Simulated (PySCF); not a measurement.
## Core-level binding energies of `C/N=C\[SiH2]B(F)F`

Species: C2H6BF2NSi.
Numbering: `[CH3:1]/[N:2]=[CH:3]\[SiH2:4][B:5]([F:6])[F:7]`

Theory: delta-SCF UKS SCAN, pcX-2 on the ionised atom, pcseg-1 elsewhere, spin-free X2C in PySCF. Vertical ΔSCF values, vacuum level as zero.

Task: Give the core binding energies atom by atom.

Result: 
| atom(s) | environment | level | binding energy (eV) | 2p1/2 (eV) | above the level's lowest (eV) | count |
| --- | --- | --- | --- | --- | --- | --- |
| Si4 | SiH2 silicon | Si 2p3/2 | 106.83 | 107.45 | 0.00 | 1 |
| C3 | C=N carbon | C 1s | 291.35 | – | 0.00 | 1 |
| C1 | N-methyl carbon | C 1s | 291.65 | – | +0.30 | 1 |
| N2 | C=N nitrogen | N 1s | 404.90 | – | 0.00 | 1 |
| F6/F7 | boron-bound fluorine | F 1s | 693.50 | – | 0.00 | 2 |
| Si4 | SiH2 silicon | Si 1s | 1846.52 | – | 0.00 | 1 |

The listed C 1s values span 0.30 eV, from C3 (bonded to N (double bond), H and Si) to C1 (bonded to N and 3 H). Summing the Pauling electronegativity differences to the bonded atoms, each weighted by its formal bond order, gives -0.02 for the lowest site and -0.56 for the highest; the largest sum, -0.02, belongs to C3, 0.30 eV below the top. The smallest sum, -0.56, belongs to C1, 0.30 eV above the lowest.

Task: Which photon energy gives electrons from Si 1s of Si4 a kinetic energy of 200 eV, and what is their de Broglie wavelength?

Result: hν = 1846.52 + 200 = 2046.52 eV, recoil neglected; λ = 12.264 Å/√(E/eV) = 0.87 Å.

One atom of each set of topologically equivalent atoms was ionised and stands for the set; in this conformer not all members are related by symmetry, and their own values weren't computed. Not every level is listed. The 2p values add to the ΔSCF energy of one spin-free hole a correction within the shell (spin–orbit coupling, ligand field). 2p1/2 minus 2p3/2 (ligand field included): Si 0.62 eV. No level of boron is listed. The structure is a single PBE0-D3(BJ)/def2-SVP conformer in the gas phase; no vibrational or solvent corrections.

Shape of the structure used: `[CH3:1]/[N:2]=[CH:3]\[SiH2:4][B:5]([F:6])[F:7]`: N2–C3–Si4–B5 63°, C3–Si4–B5–F6 -98°.
